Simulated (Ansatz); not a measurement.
Consider the redistribution: `C#[C][Zr]([F])([F])[Cl]` + `C=NBF` → `[F][Zr]([F])([F])[Cl]` + `C#CBN=C`.

Isolated molecules relaxed with PBE0-D4/def2-TZVP in Ansatz; ΔE leaves out vibrations. CCSD(T)/CBS adds triple-zeta CCSD(T) − MP2 to the extrapolated MP2 energy (def2 sets, frozen cores). Functionals use def2-TZVPP. Elements past krypton have def2 core potentials. For Zr outer-core shells are correlated without core-valence functions, which leaves a few kJ/mol of doubt a bond. One conformer a species, not always the lowest.

Problem. Is it downhill or uphill in electronic energy at CCSD(T)/CBS, and by how much? (Best estimate.)

Solution. Ansatz gave: Downhill: ΔE = -76.1 kJ/mol.

Problem. What do these levels give: PBE-D4, CAM-B3LYP-D4, PBE, RPA@PBE/def2-TZVPP, HF/def2-SVP, HF/def2-TZVPP? (Estimate.)

Solution. Computed: PBE-D4 -89.5, CAM-B3LYP-D4 -82.1, PBE -89.8, RPA@PBE/def2-TZVPP -62.1, HF/def2-SVP -62.2, HF/def2-TZVPP -60.2 kJ/mol.

Largest T1 diagnostic among the species: 0.017.

From BLYP to BHLYP (50 % exact exchange), in def2-TZVPP and without D4, ΔE moves by +11.6 kJ/mol. Leaving LDA and LC-ωPBE aside and taking each functional with its dispersion term where it has one, the values, not all of them listed here, spread over 18.0 kJ/mol, from revPBE-D4 to BHLYP-D4.
